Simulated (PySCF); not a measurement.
Question: What does the PBE0-D3(BJ)/def2-SVP structure of InChI=1S/B2BrH4NO/c1-5-2(3)4/h1,4H2 look like in three dimensions?

Answer: 
```xyz
9
B2BrH4NO angstrom
B     -1.7810    0.6009    0.3914
O     -0.4288    0.6183    0.4184
B      0.5251   -0.2294   -0.0876
N      1.7809   -0.2875    0.5052
Br     0.1611   -1.3292   -1.6445
H     -2.3744   -0.3398   -0.0860
H     -2.3529    1.5505    0.8752
H      2.0063    0.2758    1.3153
H      2.5228   -0.8840    0.1695
```

Any rigid rotation of these coordinates is as good. Atoms count from 1 in this order. Of the pairs four or more bonds apart, Br5···H6 is among the closest relative to their van der Waals radii: 3.14 Å, 103 % of the sum of Bondi's values. B1 (three-coordinate boron) is planar (angles 122.4°, 120.5° and 117.0°, sum 360.0°, 0.01 Å off the plane of its three neighbours). B3 (three-coordinate boron) is planar (angles 121.0°, 119.8° and 119.2°, sum 360.0°, 0.01 Å off the plane of its three neighbours). The B–O distances run from 1.353 Å (B1–O2, drawn single) to 1.373 Å (O2–B3, drawn single), a spread of 0.020 Å.

Bonds between heavy atoms (Å): B1–O2 1.353, O2–B3 1.373, B3–N4 1.390, B3–Br5 1.941.

Computed, not measured: PBE0-D3(BJ)/def2-SVP geometry optimisation, gas phase (PySCF).

Point group: C1 (no symmetry element, even within 0.4 Å). PBE0-D3(BJ)/def2-SVP frequencies: not computed here. One conformer, not necessarily the lowest (H–B1–O2–B3 5° and -176°, B1–O2–B3–N4 -154°).
